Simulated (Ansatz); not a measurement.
`C=NC[O][SbH2]` + `C=C=N` → `C=C=[N][SbH2]` + `C=NCO`  (ligand exchange at the Sb–O bond)

Computed with Ansatz on PBE0-D4/def2-TZVP structures; ΔE is electronic, products minus reactants. CBS: MP2 limit from def2 TZ/QZ plus the TZ coupled-cluster correction, frozen cores. This one scheme is used for every species. DFT in def2-TZVPP. def2 core potentials past Kr. For Sb outer-core shells are correlated without core-valence functions, which leaves a few kJ/mol of doubt a bond. One conformer a species, not always the lowest.

```tsv
level	ΔE (kJ/mol)
r2SCAN-D4	-2.0
CCSD/CBS(def2)	-4.0
```

(1) What does CCSD(T)/CBS give? (Estimate.)

Largest T1 diagnostic among the species: 0.015.

Results:

(1) Computed: -2.9 kJ/mol. The listed levels differ from it by 0.9, -1.1 kJ/mol.

The D4 term adds +4.9 kJ/mol with B3LYP and +2.7 kJ/mol with PBE0; it sums over pairs of atoms, weighted by their polarisabilities, and B3LYP, whose exchange is more repulsive, gets the larger term. From PBE to PBE0 (25 % exact exchange), in def2-TZVPP and without D4, ΔE moves by −3.5 kJ/mol. In def2-TZVPP, CCSD(T) changes the Hartree–Fock value by +9.2 kJ/mol (the triples alone add +1.1 kJ/mol) and MP2 by +3.9 kJ/mol.

B3LYP here is the variant with VWN-RPA as its local correlation; programs differ in this.
